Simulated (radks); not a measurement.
Values are calculated unless marked as measured or tabulated.
All-electron atom: H in 4p1 (not the ground configuration).

Code: a radial shooting solver on a logarithmic mesh with Libxc functionals. Model: non-relativistic Kohn-Sham, PBEsol, spin-polarised, spherical densities, point nucleus; open shells are filled with parallel spins first.

Energy parts (eV):
| part | energy |
|---|---|
| total | -0.999 |
| kinetic | 0.970 |
| electron-nucleus | -1.804 |
| Hartree | 0.577 |
| exchange-correlation | -0.742 |

Orbitals (lengths in bohr, moments of r in powers of bohr; <r^-3> diverges for s and p1/2; r(max) is where P^2 peaks):
\begin{tabular}{lrrrrr}
orbital & occ. & eigenvalue (eV) & <r^4> & <r^-3> & r(max) \\ \hline
4p up & 1 & -0.6383 & 324000 & 0.005905 & 22.84 \\
\end{tabular}

The highest occupied level is 4p up at -0.638 eV. Summed over all electrons, <r^2> = 497.9 bohr^2, which gives a Langevin (diamagnetic) susceptibility term of -394 x 10^-6 cm^3/mol. Virial ratio -V/T = 2.02938. Spin moment in Bohr magnetons: 1.
